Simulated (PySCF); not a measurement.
**Shapes and spin states of BrWN**

Method: PBE0/[W def2-TZVP with ECP60, N def2-TZVP, Br def2-TZVP], scalar-relativistic core potentials, density fitting, no spin–orbit coupling, PySCF.

Relaxations began from a few typed shapes and spin states; open shells are unrestricted. The search is not exhaustive: other isomers or separated fragments can lie lower, and high-lying points may rest on an excited occupation.

```tsv
spin	group	bonds	angles	imaginary modes (cm⁻¹)	ΔE (kJ/mol)	ΔE with ZPE (kJ/mol)
triplet	Cs	W–Br 2.419 Å, W–N 1.654 Å	Br–W–N 108.6°	none	0.0	0.0
singlet (closed shell, unstable to spin polarisation)	Cs	W–Br 2.356 Å, W–N 1.646 Å	Br–W–N 103.6°	none	77.7	78.3
singlet	C∞v	W–Br 2.553 Å, W–N 1.645 Å	Br–W–N 180.0°	132i, 132i	198.6	–
```

The lowest minimum found is the triplet Cs: W–Br 2.419 Å, W–N 1.654 Å; Br–W–N 108.6°.

Formally W is in oxidation state +4, d2, with 2 unpaired electrons (the high-spin count). The Mulliken spin on W is 2.34. The polar-tensor charge on W, 1.07, is far below the formal one.

For the lowest minimum: other spin states or occupations of the open shell can lie lower. No spin–orbit coupling is included, which matters more the heavier the element.

The electron or spin density has lower symmetry than the nuclear frame for the singlet C∞v at 198.6 kJ/mol.
